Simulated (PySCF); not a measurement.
## Calculated NMR parameters of FC[Si]1(C(F)(F)F)CC1

| Item | Value |
| --- | --- |
| Formula | C4H6F4Si |
| SMILES | FC[Si]1(C(F)(F)F)CC1 |
| Point group of the computed structure | Cs |
| Degrees of unsaturation | 1 |
| Carbon signals | 3 |
| Proton signals | 3 |

Numbering as in the mapped SMILES `[F:1][CH2:2][Si:3]1([C:4]([F:5])([F:6])[F:7])[CH2:8][CH2:9]1`. Each H is labelled by its parent atom.

Theory: σ from GIAO-PBE0/pcSseg-1, geometry: GFN2-xTB, in PySCF (single conformer, in vacuum, relativity neglected, fast rotation and ring inversion assumed for equivalent nuclei).

Chemical shifts δ = σref − σ; 1H (σref 31.72) and 13C (σref 186.93) and 29Si (σref 349.16) vs TMS; CFCl3 for 19F (σref 170.95), all at this level.

```tsv
carbon	δC, type	δH (multiplicity)	HMBC from (2–3 bonds)	span of the C tensor (ppm)
C2	71.3, CH2	5.57 (m)	Hb(C8)/Hb(C9), Ha(C8)/Ha(C9)	133
C4	139.3, C	–	H(C2), Hb(C8)/Hb(C9), Ha(C8)/Ha(C9)	18
C8/C9	-0.9, CH2	Ha(C8) 1.11 (m); Hb(C8) 1.11 (m)	H(C2), Hb(C8)/Hb(C9), Ha(C8)/Ha(C9)	35
```

Other nuclei:
```json
{"atoms": "F5/F6/F7", "nucleus": "19F", "environment": "fluorine of a CF3 group", "δ (ppm)": "-69.5", "σ (ppm)": "240.5"}
{"atoms": "F1", "nucleus": "19F", "environment": "fluorine on an sp3 carbon", "δ (ppm)": "-321.8", "σ (ppm)": "492.8"}
{"atoms": "Si3", "nucleus": "29Si", "environment": "silicon bonded to 4 C, in a 3-membered ring", "δ (ppm)": "-95.2", "σ (ppm)": "444.3"}
```

- Carbon types of the structure: 1 × C, 3 × CH2, which accounts for all hydrogens.
- δC 139.3: CF3 carbon; 3 electronegative neighbours deshield it.
- δC 71.3: sp3 CH2 bonded to F and Si; pulled downfield by the heteroatom.
- δC -0.9: three-membered-ring carbon; carbons of three-membered rings are unusually shielded.
- δH 5.57: hydrogen on an sp3 CH2 bonded to F and Si; its carbon carries F, which withdraws density.
- δH 1.11, 1.11: hydrogen on a three-membered-ring carbon; cyclopropane-type protons are shielded by the ring.

Splittings by 19F in the carbon and heteronuclear signals aren't shown, as no couplings were computed. Shifts are as computed. Against solution values, carbons near 30 ppm lie about +3 ppm off and those near 130 ppm about +5 ppm. Of 1211 compounds with measured shifts, 218 miss one by over three times the rms of a fit or turn the order of signals round; such compounds aren't used in these exercises. Unscaled 19F shifts against computed CFCl3 carry errors that often reach 10 to 50 ppm. Multiplicities follow the n + 1 count of equivalent neighbours, as no J values were calculated; m marks all less simple cases, F and P coupling included.
